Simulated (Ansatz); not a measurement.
Ideal-gas functions of `C#[C][SnH2][C]#C` at 800 K and 1 bar, from an Ansatz frequency run at PBE0-D4/def2-TZVP.

Molar mass 170.79 g/mol, point group C2v (symmetry number 2), electronic degeneracy 1, moments of inertia 107.179, 266.806, 365.923 u Å². Harmonic wavenumbers (cm⁻¹, unscaled): 72, 183, 197, 199, 306, 453, 457, 458, 570, 645, 708, 719, 719, 723, 724, 1982, 1985, 2150, 2152, 3463, 3464.

Use S(trans) = R[1.5 ln M + 2.5 ln T − 1.1517]; rotational temperatures θ = 24.2544 K / I; S(rot) = R[ln(√π/σ · √(T³/θAθBθC)) + 1.5]; for each mode x = 1.438777 ν̃/T, S = R[x/(eˣ − 1) − ln(1 − e⁻ˣ)] and H = RT x/(eˣ − 1); 1 cm⁻¹ = 0.0119627 kJ/mol; R = 8.31446 J/(mol·K).

Task: By hand: the entropy, in J/(mol·K).

Result: Translation 193.5. Rotation: θ = 0.2263, 0.0909, 0.0663 K, giving 122.3. Vibration, mode by mode: 25.32, 17.59, 16.99, 16.90, 13.38, 10.24, 10.18, 10.16, 8.46, 7.53, 6.85, 6.73, 6.73, 6.69, 6.68, 1.10, 1.10, 0.86, 0.86, 0.12, 0.12, in all 174.6. Electronic 0.0. Sum 490.4 J/(mol·K).

Task: By hand: H − E and G − E in kJ/mol, counted from the electronic energy.

Result: Zero-point energy ½ × 22329 × 0.0119627 = 133.6; thermal vibration 67.0; translation, rotation and pV give 4 RT = 26.6. H − E = 227.2 kJ/mol, and G − E = 227.2 − 800 × 490.4/1000 = -165.1 kJ/mol.

Vibration gives 36 % of the entropy, 25.3 J/(mol·K) of it from the mode under 150 cm⁻¹: soft modes count most, and the harmonic formula is weakest for them.
